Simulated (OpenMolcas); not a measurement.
A calculation on Ag VIII.

```
Program             : OpenMolcas
Method              : MS-RASPT2, IPEA 0.25 Eh, imaginary shift 0.1 Eh (closed shells correlated: 4s)
Basis               : ANO-RCC-VQZP [8s7p5d3f2g1h]
Scalar Hamiltonian  : DKH2, point nucleus
Active space        : 10 electrons in 8 orbitals (RAS1 4p, at most 2 holes; RAS2 4d)
State averaging     : 2S+1 = 5 even, 5 roots; 2S+1 = 3 even, 45 roots; 2S+1 = 1 even, 49 roots
Spin-orbit coupling : RASSI with atomic mean-field integrals over the reference wave functions, term energies averaged over their components
```

Question: Which level of the active space comes out lowest?

Answer: 4d⁴ ⁵D₀, with 93 % of that term; it is also the measured ground level.

Question: How high does 4d⁴ ⁵D₄ lie?

Answer: 7120 cm⁻¹ above the lowest level; measured 7443 cm⁻¹ above the ground level, so the calculation is off by -4 %.

Question: How high does 4d⁴ ⁵D₃ lie?

Answer: 5000 cm⁻¹ above the lowest level; measured 5292 cm⁻¹ above the ground level, so the calculation is off by -6 %.

Question: How high does 4d⁴ ³H₅ lie?

Answer: 26940 cm⁻¹ above the lowest level; measured 26250 cm⁻¹ above the ground level, so the calculation is off by +3 %.

Question: The level at 27990 cm⁻¹ has J = 3. What is it made of, and what is its g factor?

Answer: 52 % 4d⁴ ³G₃, 46 % 4d⁴ ³F(1); g = 0.916, against 0.749 from Landé's formula for the pure leading term.

Measured values: Atoms 5, 11 (2017), spectra Ag VII to Ag IX.

Term energies are means over components that CASPT2 splits; among the terms shown or strongly mixed into the levels shown the widest spread is 340 cm-1 (4d⁴ ³H). Active for correlation alone: 4p; no level in the range computed is led by a configuration that opens it, so any true level of that kind is missing. Computed and measured levels are paired by configuration, term and J; levels that our copy of the source lacks, or whose pairing is in doubt (as where it misses far off the trend of its configuration), stay unpaired and out of the deviations. Levels of configurations outside the active space are missing.

A number in round brackets counts repeated terms of one configuration in the order of the reference energies.
